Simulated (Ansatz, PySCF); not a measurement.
System: GaH$_{3}$, net charge 0, singlet state. SMILES: [GaH3]
Coordinates optimised at B3LYP-D3(BJ)/def2-TZVP (Ansatz, a quantum-chemistry and plane-wave program):
```
Ga
H 1 1.5699
H 1 1.5699 2 120.00
H 1 1.5699 2 120.00 3 -180.00
```
Charge 0, spin multiplicity 1.

Wanted: vertical triplet-singlet gap (E(triplet) - E(singlet); each state is the SCF solution reached for its spin; the molecule has degenerate orbitals, so one determinant may break the symmetry; for the triplet the Hartree-Fock reference is unstable and T1 is 0.029), in kcal/mol. Correlated levels leave the core frozen unless marked. Open shells are spin-unrestricted. No spin-orbit coupling. The frozen core is the preceding noble-gas configuration, with the filled d and f shells of earlier blocks. No relativistic terms. 

| level | program | vertical triplet-singlet gap (kcal/mol) |
|---|---|---|
| RI-HF/aug-cc-pVTZ | Ansatz | 113.6 |
| RI-HF/aug-cc-pVQZ | Ansatz | 113.4 |
| PBE/def2-TZVPD | Ansatz | 105.0 |
| r2SCAN/def2-TZVPD | Ansatz | 105.7 |
| PBE0/def2-TZVPD | Ansatz | 110.3 |
| M06-2X/def2-TZVPD | PySCF | 114.3 |
| wB97M-V/def2-TZVPD | Ansatz | 117.7 |
| B2PLYP/def2-TZVPD | Ansatz | 115.5 |
| RI-MP2/aug-cc-pVQZ | Ansatz | 120.5 |
| RI-MP2/def2-TZVPPD | Ansatz | 120.5 |
| RI-MP2/def2-QZVPPD | Ansatz | 120.4 |
| CCSD/def2-QZVPPD | Ansatz | 118.4 |
| CCSD(T)/aug-cc-pVDZ | Ansatz | 116.3 |
| CCSD(T)/aug-cc-pVTZ | Ansatz | 117.0 |
